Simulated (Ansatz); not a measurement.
```yaml
crystal:
  periodic: [false, false, false]
  atoms:
    - {symbol: O, position_ang: [0.158164, 1.271095, -1.038187]}
    - {symbol: C, position_ang: [0.603936, 0.473417, -0.010641]}
    - {symbol: F, position_ang: [1.799826, -0.144134, -0.369720]}
    - {symbol: Ge, position_ang: [-0.763579, -0.926591, 0.341590]}
    - {symbol: H, position_ang: [0.741485, 2.032456, -1.130811]}
    - {symbol: H, position_ang: [0.840194, 1.055435, 0.889545]}
    - {symbol: H, position_ang: [-0.212795, -1.880458, 1.411063]}
    - {symbol: H, position_ang: [-1.036660, -1.679103, -0.964886]}
    - {symbol: H, position_ang: [-2.042171, -0.248415, 0.854947]}
basis:
  gaussian: {orbitals: def2-mTZVP, point_charges: [{charge: 2.00, position_ang: [4.617, -0.555, 0.469]}]}
hamiltonian: {xc: {name: HF}}
correlation: {method: mp2, frozen_orbitals: {O: 0}}
```

```sh
$ ansatz run in.yaml --threads 4 --pin off --events-out ev --progress --plain --max-ram 10444MiB
```

Output, abridged:

```
Functional definition: HF
Error: "frozen_orbitals" has no count for C
```

(1) Something in this input is off. What?

Answers

(1) Frozen orbitals are typed for one element alone, and the program wants a count for each. The program refused the input.
